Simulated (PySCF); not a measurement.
PySCF job for ClFH₃NOSi, SMILES N[Si@@](O)(F)Cl, PBE0-D3(BJ)/def2-SVP. Coordinates come from a PBE0-D3(BJ)/def2-SVP optimisation. The structure was generated by enumeration; whether it is a known compound was not checked. The values are those of a single conformer.

```python
import numpy as np
from pyscf import gto, scf, dft, df
from pyscf.hessian import thermo

mol = gto.M(
    atom='''
    N     0.37684991    1.14129295    1.42336059
    Si    0.17165868   -0.08998257    0.26900300
    O     1.60745954   -0.68142025   -0.25353175
    F    -0.71781925   -1.21740309    1.00396162
    Cl   -0.83496607    0.42543055   -1.43751469
    H     0.88604646    1.98475949    1.18528032
    H    -0.37681231    1.33582320    2.07347091
    H     2.24471536   -0.87420666    0.44203153
    ''',
    basis='def2-SVP',
    charge=0,
    spin=0,
    max_memory=1600,
    verbose=3,
)
mf = dft.RKS(mol, xc='pbe0').density_fit(auxbasis='def2-universal-jkfit')
mf.disp = 'd3bj'
mf.grids.level = 3
mf.conv_tol = 1e-11
mf.max_cycle = 100
mf.kernel()

# [left out here: the lines that compute and print the analytic Hessian (its translational invariance restored by hand, since the grid's response is missing), thermochemistry and intensities]
```

Program output:

```
converged SCF energy = -980.595739451646

WARN: DFTD3 does not support analytical Hessian, using finite difference


WARN: Mole.unit (angstrom) is changed to Bohr

Mode                                 0                   1                   2
Irrep
Freq [cm^-1]                      163.9725            195.8409            225.5484
Reduced mass [au]                   1.8199              2.4083              2.1561
Force const [Dyne/A]                0.0288              0.0544              0.0646
Char temp [K]                     235.9199            281.7715            324.5140
Normal mode                   x     y     z       x     y     z       x     y     z
       0   N                -0.07  0.01 -0.02    0.06 -0.07  0.09   -0.03 -0.02  0.06
       1  Si                -0.00 -0.01 -0.00   -0.00  0.02 -0.00   -0.02  0.02  0.02
       2   O                -0.04 -0.07 -0.05   -0.00  0.05 -0.04   -0.05  0.05 -0.10
       3   F                 0.05  0.00  0.08   -0.07  0.07 -0.00    0.03  0.01  0.06
       4  Cl                 0.03  0.03 -0.01    0.00 -0.05 -0.03    0.04 -0.02 -0.03
       5   H                -0.50  0.25 -0.12   -0.06  0.02  0.15    0.19 -0.12  0.20
       6   H                 0.06 -0.36  0.24    0.18 -0.28  0.28   -0.08  0.07 -0.02
       7   H                 0.03  0.08 -0.08    0.12  0.39 -0.06   -0.17 -0.53 -0.15
Mode                                 3                   4                   5
Irrep
Freq [cm^-1]                      276.9118            318.4489            331.2892
Reduced mass [au]                   3.1567              5.3769              5.3723
Force const [Dyne/A]                0.1426              0.3213              0.3474
Char temp [K]                     398.4145            458.1771            476.6514
Normal mode                   x     y     z       x     y     z       x     y     z
       0   N                 0.06  0.00 -0.04   -0.05  0.05 -0.04    0.06  0.08  0.02
       1  Si                -0.07 -0.04  0.03    0.03 -0.03  0.03   -0.02  0.06  0.05
       2   O                -0.04  0.08 -0.02    0.01  0.03 -0.11   -0.08 -0.03  0.00
       3   F                -0.01 -0.08  0.06   -0.09  0.02 -0.04    0.03 -0.07 -0.11
       4  Cl                 0.04  0.03 -0.02    0.04 -0.02  0.08    0.02 -0.03  0.01
       5   H                 0.15 -0.09 -0.20   -0.11  0.06 -0.13   -0.07  0.13 -0.11
       6   H                 0.13  0.20 -0.03   -0.12  0.08 -0.13    0.21  0.01  0.22
       7   H                 0.08  0.38 -0.04    0.15  0.02 -0.24   -0.06 -0.08 -0.03
Mode                                 6                   7                   8
Irrep
Freq [cm^-1]                      385.4821            439.5235            558.9177
Reduced mass [au]                   1.6423              1.4034              7.5586
Force const [Dyne/A]                0.1438              0.1597              1.3912
Char temp [K]                     554.6229            632.3765            804.1582
Normal mode                   x     y     z       x     y     z       x     y     z
       0   N                -0.05  0.01  0.06    0.09 -0.04  0.10    0.01 -0.07 -0.03
       1  Si                 0.01  0.03  0.01    0.00  0.00  0.01   -0.06  0.03 -0.09
       2   O                -0.06 -0.10 -0.03   -0.01  0.01  0.00   -0.05  0.02  0.02
       3   F                 0.05  0.00 -0.01   -0.00  0.00  0.00    0.04  0.04 -0.01
       4  Cl                 0.01 -0.00 -0.01   -0.01 -0.00 -0.02    0.05 -0.03  0.08
       5   H                 0.20 -0.10  0.22   -0.44  0.16 -0.41   -0.04 -0.04 -0.05
       6   H                -0.27  0.20 -0.25   -0.33  0.16 -0.41   -0.07 -0.04 -0.12
       7   H                 0.22  0.49 -0.12   -0.02 -0.07 -0.01   -0.19  0.07  0.17
Mode                                 9                  10                  11
Irrep
Freq [cm^-1]                      795.3849            811.0607            874.3230
Reduced mass [au]                   2.3402              1.4632              2.0366
Force const [Dyne/A]                0.8723              0.5671              0.9173
Char temp [K]                    1144.3818           1166.9357           1257.9561
Normal mode                   x     y     z       x     y     z       x     y     z
       0   N                -0.03 -0.09 -0.04   -0.08 -0.01  0.07    0.00  0.04  0.06
       1  Si                 0.01 -0.02  0.03   -0.01 -0.00 -0.00   -0.04  0.03 -0.09
       2   O                -0.08  0.03  0.08    0.06 -0.04 -0.05    0.05 -0.02  0.04
       3   F                 0.06  0.07 -0.04    0.02  0.04 -0.01   -0.03 -0.05  0.04
       4  Cl                -0.01  0.00 -0.01   -0.00 -0.00  0.00    0.01 -0.00  0.01
       5   H                -0.00 -0.17 -0.27    0.03 -0.22 -0.46   -0.00  0.03 -0.02
       6   H                 0.11  0.06  0.07    0.25  0.42  0.30    0.07  0.14  0.11
       7   H                 0.33 -0.14 -0.37   -0.16  0.08  0.21    0.47 -0.19 -0.41
Mode                                12                  13                  14
Irrep
Freq [cm^-1]                      954.9243           1005.9050           1538.9230
Reduced mass [au]                   7.7935              7.9488              1.1274
Force const [Dyne/A]                4.1872              4.7388              1.5732
Char temp [K]                    1373.9235           1447.2733           2214.1676
Normal mode                   x     y     z       x     y     z       x     y     z
       0   N                -0.02 -0.11 -0.08    0.02 -0.02 -0.04   -0.00  0.07  0.05
       1  Si                 0.03  0.12  0.03   -0.11  0.01  0.07   -0.00 -0.01 -0.01
       2   O                 0.03 -0.02 -0.01    0.12 -0.05 -0.03   -0.00  0.00  0.00
       3   F                -0.05 -0.07  0.04    0.05  0.05 -0.04    0.00  0.00 -0.00
       4  Cl                -0.00 -0.00 -0.00    0.00  0.00 -0.00    0.00 -0.00  0.00
       5   H                -0.00 -0.16 -0.21   -0.02  0.04  0.09    0.37 -0.31 -0.46
       6   H                 0.00 -0.08 -0.07   -0.08 -0.14 -0.11   -0.24 -0.61 -0.04
       7   H                 0.04  0.01 -0.00    0.15 -0.07 -0.07    0.00  0.00 -0.00
Mode                                15                  16                  17
Irrep
Freq [cm^-1]                     3616.9593           3716.9126           3920.7604
Reduced mass [au]                   1.0506              1.0965              1.0664
Force const [Dyne/A]                8.0983              8.9249              9.6590
Char temp [K]                    5203.9991           5347.8097           5641.1013
Normal mode                   x     y     z       x     y     z       x     y     z
       0   N                -0.01  0.05  0.02    0.06  0.03 -0.04    0.00 -0.00 -0.00
       1  Si                -0.00 -0.00 -0.00    0.00  0.00 -0.00    0.00 -0.00 -0.00
       2   O                 0.00 -0.00 -0.00   -0.00  0.00  0.00   -0.04  0.01 -0.04
       3   F                -0.00 -0.00 -0.00   -0.00 -0.00  0.00    0.00  0.00 -0.00
       4  Cl                -0.00 -0.00 -0.00    0.00  0.00  0.00    0.00 -0.00  0.00
       5   H                -0.35 -0.55  0.16   -0.35 -0.58  0.15    0.00  0.00  0.00
       6   H                 0.52 -0.12 -0.46   -0.48  0.13  0.42   -0.00 -0.00  0.00
       7   H                 0.00 -0.00  0.00    0.00 -0.00  0.00    0.66 -0.20  0.68
temperature 298.1500 [K]
pressure 101325.00 [Pa]
Rotational constants [GHz] 3.86174 2.37013 2.31886
Symmetry number 1
Zero-point energy (ZPE) 0.04586 [Eh]   120410.648 [J/mol]
                           tot       elec      trans        rot        vib
Entropy [J/mol/K]       339.449      0.000    167.984    113.461     58.004
Cv [J/mol/K]             96.907      0.000     12.472     12.472     71.964
Cp [J/mol/K]            105.222      0.000     20.786     12.472     71.964
Internal energy [J/mol]                      3718.434   3718.434 130958.487
Internal energy [Eh]   -980.54303  -980.59574
Enthalpy [J/mol]                             6197.391   3718.434 130958.487
Enthalpy [Eh]          -980.54208
Gibbs free energy [J/mol]                  -43887.067 -30110.042 113664.662
Gibbs free energy [Eh] -980.58063
static polarisability / bohr^3: [[33.938 -1.396  4.283]
 [-1.395 31.302  0.698]
 [ 4.281  0.699 38.524]]
largest difference of analytic and finite-field dipole derivatives / e: 0.0007469294858606368
mode   freq/cm-1   IR/(km/mol)   Raman/(A^4/amu)   depolarisation
   1      163.97         4.385             1.121            0.741
   2      195.84        16.406             2.290            0.721
   3      225.55        30.488             0.777            0.713
   4      276.91         7.036             0.834            0.738
   5      318.45        17.404             3.512            0.627
   6      331.29        26.213             1.469            0.743
   7      385.48       109.003             1.707            0.717
   8      439.52       182.502             2.184            0.078
   9      558.92       162.330             3.973            0.051
  10      795.38       102.980             5.429            0.078
  11      811.06        13.973             1.486            0.314
  12      874.32       221.080             2.346            0.165
  13      954.92       177.775             1.269            0.640
  14     1005.90       191.891             1.067            0.586
  15     1538.92        70.205             4.889            0.741
  16     3616.96        50.626            96.641            0.112
  17     3716.91        55.778            56.795            0.749
  18     3920.76       119.457            96.071            0.291
max |gradient| / (hartree/bohr): 9.807177052302167e-05
APT charges: [-0.8769  2.1887 -0.8747 -0.6617 -0.5364  0.2185  0.2146  0.3279]
```

Self-consistency was reached.
